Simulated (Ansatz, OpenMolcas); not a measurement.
SnNH4F (SMILES [NH2][SnH2][F]): the vertical ionisation energy, rung by rung

SnNH4F has 7 atoms, charge 0, and is taken as a singlet. As SMILES, `[NH2][SnH2][F]`. Geometry: relaxed at PBE0-D4/def2-TZVP. This is one conformer, not always the lowest.

Each level gives the vertical ionisation energy (to the doublet cation) (eV). The values are calculated.

```csv
level,kind,program,value (eV),less CCSD(T)/def2-SVP,CPU time (all runs)
TPSS/def2-SVP (core potential),meta-GGA,OpenMolcas,9.65,-0.01,1.8 min
r2SCAN/def2-SVP (core potential),meta-GGA,OpenMolcas,9.71,+0.05,84 s
BHLYP/def2-SVP (core potential),global hybrid,Ansatz,9.70,+0.04,14 s
wB97X/def2-SVP (core potential),range-separated hybrid,Ansatz,9.93,+0.27,62 s
PBE-QIDH/def2-SVP (core potential),double hybrid,Ansatz,9.87,+0.21,23 s
CCSD(T)/def2-SVP (core potential),coupled cluster or CI,Ansatz,9.66,0.00,63 s
"CCSD(T)/def2-SVP (core potential), open shells restricted",coupled cluster or CI,OpenMolcas,9.66,0.00,99 s
CCSD/def2-SVP (core potential),coupled cluster or CI,Ansatz,9.62,-0.04,45 s
```

CCSD(T)/def2-SVP (core potential) is the highest level here, not the true value. Spin-orbit coupling is left out. The values span 9.62 to 9.93 eV. In the correlated wave-function rows the outer d shell of Sn is correlated, in sets not made for it. CPU times are rough (shared hosts, several kinds of processor and program).
